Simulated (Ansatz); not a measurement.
Reaction (ligand exchange at a Ge–Cl bond): `[Cl][GeH3]` + `[CH3][AlH][SH]` → `[CH3][AlH][S][GeH3]` + HCl

Computed with Ansatz on PBE0-D4/def2-TZVP structures; ΔE is electronic, products minus reactants. CCSD(T)/CBS adds triple-zeta CCSD(T) − MP2 to the extrapolated MP2 energy (def2 sets, frozen cores). This one scheme is used for every species. DFT in def2-TZVPP. B3LYP here is the variant with VWN-RPA as its local correlation; programs differ in this. For Ge outer-core shells are correlated without core-valence functions, which leaves a few kJ/mol of doubt a bond. Scalar relativity is left out up to krypton. One conformer a species, not always the lowest.

Problem. Is it downhill or uphill in electronic energy at CCSD(T)/CBS, and by how much? (An estimate is asked.)

Solution. The calculation gave: Uphill: ΔE = +0.19 eV.

Problem. What do these levels give: PBE-D4, revPBE-D4, BLYP-D4, B2PLYP, r2SCAN, PBE0, B3LYP, CAM-B3LYP, LC-ωPBE, SCS-MP2/def2-TZVPP, HF/def2-QZVPP, SCS-MP2/def2-QZVPP? (An estimate is asked.)

Solution. Computed: PBE-D4 0.20, revPBE-D4 0.19, BLYP-D4 0.23, B2PLYP 0.28, r2SCAN 0.25, PBE0 0.26, B3LYP 0.34, CAM-B3LYP 0.34, LC-ωPBE 0.27, SCS-MP2/def2-TZVPP 0.23, HF/def2-QZVPP 0.42, SCS-MP2/def2-QZVPP 0.23 eV.

Largest T1 diagnostic among the species: 0.011.

The D4 term adds −0.10 eV with B3LYP and −0.06 eV with PBE0; it sums over pairs of atoms, weighted by their polarisabilities, and B3LYP, whose exchange is more repulsive, gets the larger term. In def2-TZVPP, CCSD(T) changes the Hartree–Fock value by −0.21 eV (the triples alone add −0.03 eV) and MP2 by −0.23 eV.
